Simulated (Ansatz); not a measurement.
Relaxation of Cl2FGaH2O (7 atoms, charge 0, multiplicity 1), to a largest force component of 0.03 eV/Å in at most 50 steps.

Method: RKS BHLYP/def2-SVP (Ansatz 0.2.0).

```xyz
7
Properties=species:S:1:pos:R:3
Ga 0.142 -0.563 -0.525
Cl 0.090 -0.032 2.868
Cl 1.898 0.410 -1.166
O -1.456 -0.059 -1.025
H -2.187 -0.574 -0.687
F 0.298 -1.999 0.418
H 0.279 -1.263 2.404
```

Question: Where does it end, and by what steps?

Answer: It converged. After 9 steps the energy has fallen by 0.137 eV; Cl2 moved furthest, 0.51 Å.

```json
{"step": "0", "energy less start (eV)": "0.0000", "largest force component (eV/Å)": "1.187", "accepted": "yes"}
{"step": "1", "energy less start (eV)": "-0.0669", "largest force component (eV/Å)": "0.717", "accepted": "yes"}
{"step": "2", "energy less start (eV)": "-0.1202", "largest force component (eV/Å)": "0.428", "accepted": "yes"}
{"step": "3", "energy less start (eV)": "-0.1186", "largest force component (eV/Å)": "0.397", "accepted": "no"}
{"step": "4", "energy less start (eV)": "-0.1314", "largest force component (eV/Å)": "0.298", "accepted": "yes"}
{"step": "5", "energy less start (eV)": "-0.1347", "largest force component (eV/Å)": "0.185", "accepted": "yes"}
{"step": "6", "energy less start (eV)": "-0.1360", "largest force component (eV/Å)": "0.151", "accepted": "yes"}
{"step": "7", "energy less start (eV)": "-0.1368", "largest force component (eV/Å)": "0.054", "accepted": "yes"}
{"step": "8", "energy less start (eV)": "-0.1365", "largest force component (eV/Å)": "0.051", "accepted": "no"}
{"step": "9", "energy less start (eV)": "-0.1372", "largest force component (eV/Å)": "0.009", "accepted": "yes"}
```

```xyz
7
Properties=species:S:1:pos:R:3
Ga 0.129 -0.533 -0.309
Cl 0.091 0.031 2.362
Cl 1.903 0.425 -0.961
O -1.454 -0.028 -0.876
H -2.184 -0.596 -0.642
F 0.293 -2.135 0.403
H 0.287 -1.243 2.311
```

Whether the end is a true minimum wasn't checked by a vibrational analysis.

Run time: 38 s on 2 threads of Arm Neoverse V1, on a shared host, peak memory 0.26 GiB.
